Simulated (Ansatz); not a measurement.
```xyz
9

C     0.7610    0.3735    1.4257
C     0.0141    0.7580    0.3977
Sn   -0.5461   -0.5630   -1.1688
H     1.1312   -0.6432    1.5271
H     1.0405    1.0608    2.2211
H    -0.3251    1.7907    0.3549
H    -2.2472   -0.6819   -1.2740
H     0.1232   -2.0936   -0.8148
H     0.0485   -0.0014   -2.6689
```

Total charge 0; spin multiplicity 1. Sn takes the def2 core potential.

(1) List the r2SCAN/def2-TZVPP orbital energies in eV (Ansatz). (Best estimate.)

Results:

(1) Computed: Occupied: -273.32, -273.30, -136.84, -91.65, -91.64, -91.63, -26.10, -26.08, -26.08, -25.95, -25.95, -19.90, -14.87, -13.05, -11.52, -10.17, -8.30, -8.10, -7.36, -7.04. Lowest empty: -1.12, 0.16, 0.34, 0.76, 1.13, 2.06, 2.53, 3.09.
